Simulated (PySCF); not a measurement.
# `InChI=1S/C6H12O2Si/c1-5(2)6(3)4-7-9-8-6/h1,4,9H2,2-3H3/t6-/m0/s1`

Molfile (atoms numbered from 1):
```
C6H12O2Si
     RDKit          3D

 21 21  0  0  0  0  0  0  0  0999 V2000
   -1.7629    0.4401    1.5118 C   0  0  0  0  0  0  0  0  0  0  0  0
   -1.1919    0.3727    0.3193 C   0  0  0  0  0  0  0  0  0  0  0  0
   -1.8623    0.8585   -0.9253 C   0  0  0  0  0  0  0  0  0  0  0  0
    0.1775   -0.2481    0.1304 C   0  0  2  0  0  0  0  0  0  0  0  0
    0.0487   -1.7747    0.0995 C   0  0  0  0  0  0  0  0  0  0  0  0
    1.1869    0.1780    1.2300 C   0  0  0  0  0  0  0  0  0  0  0  0
    2.4509    0.2872    0.6463 O   0  0  0  0  0  0  0  0  0  0  0  0
    2.3446    0.4541   -0.9816 Si  0  0  0  0  0  4  0  0  0  0  0  0
    0.7407    0.1762   -1.0939 O   0  0  0  0  0  0  0  0  0  0  0  0
   -2.7480    0.8563    1.6351 H   0  0  0  0  0  0  0  0  0  0  0  0
   -1.2789    0.0857    2.4052 H   0  0  0  0  0  0  0  0  0  0  0  0
   -1.2944    1.6838   -1.3514 H   0  0  0  0  0  0  0  0  0  0  0  0
   -1.8833    0.0656   -1.6706 H   0  0  0  0  0  0  0  0  0  0  0  0
   -2.8762    1.1875   -0.7145 H   0  0  0  0  0  0  0  0  0  0  0  0
   -0.4720   -2.1289    0.9850 H   0  0  0  0  0  0  0  0  0  0  0  0
   -0.5076   -2.0727   -0.7859 H   0  0  0  0  0  0  0  0  0  0  0  0
    1.0414   -2.2169    0.0535 H   0  0  0  0  0  0  0  0  0  0  0  0
    0.8981    1.1481    1.6486 H   0  0  0  0  0  0  0  0  0  0  0  0
    1.2372   -0.5595    2.0338 H   0  0  0  0  0  0  0  0  0  0  0  0
    3.1501   -0.5909   -1.5916 H   0  0  0  0  0  0  0  0  0  0  0  0
    2.5922    1.8148   -1.4297 H   0  0  0  0  0  0  0  0  0  0  0  0
  1  2  2  0
  2  3  1  0
  2  4  1  0
  4  5  1  6
  4  6  1  0
  6  7  1  0
  7  8  1  0
  8  9  1  0
  9  4  1  0
  1 10  1  0
  1 11  1  0
  3 12  1  0
  3 13  1  0
  3 14  1  0
  5 15  1  0
  5 16  1  0
  5 17  1  0
  6 18  1  0
  6 19  1  0
  8 20  1  0
  8 21  1  0
M  END
```

Level of theory: GIAO B3LYP/pcSseg-1 magnetisability, rotational g tensor and spin-rotation constants, non-relativistic, gas phase (PySCF 2.14.0). Geometry: GFN2-xTB.

**Question.** How diamagnetic is it, and how anisotropic?

**Answer.** Isotropic -1424 × 10⁻³⁰ J/T², or -85.8 × 10⁻⁶ cm³/mol; principal values -1565, -1392, -1317 × 10⁻³⁰ J/T², anisotropy 220 × 10⁻³⁰ J/T² (root of half the summed squared differences of the principal values). The susceptibility is in cgs units.

**Question.** Split it along the inertial axes a, b, c into diamagnetic and paramagnetic parts about the centre of mass, with the quadrupole moment.

**Answer.** 
```tsv
axis	χ (10⁻⁶ cm³/mol)	diamagnetic (10⁻⁶ cm³/mol)	paramagnetic (10⁻⁶ cm³/mol)	summed x² of all electrons (Å²)	quadrupole Θ (D Å)
a	-83.0	-655.7	572.8	232.5	+0.40
b	-81.5	-1251.9	1170.4	92.0	+0.68
c	-92.9	-1376.9	1284.0	62.5	-1.08
```
Anisotropies 2χaa − χbb − χcc = +8.4 and 2χbb − χaa − χcc = +13.0 × 10⁻⁶ cm³/mol. Θ is traceless in Buckingham's convention.

**Question.** And the rotational g tensor?

**Answer.** 
| axis | rotational constant (GHz) | g | nuclear part | electronic part |
| --- | --- | --- | --- | --- |
| a | 2.4393 | -0.0334 | 0.6230 | -0.6563 |
| b | 1.0858 | -0.0157 | 0.5813 | -0.5970 |
| c | 0.9726 | -0.0084 | 0.5783 | -0.5867 |

Asymmetric top; isotopes 12C, 1H, 16O, 28Si; no vibrational averaging.
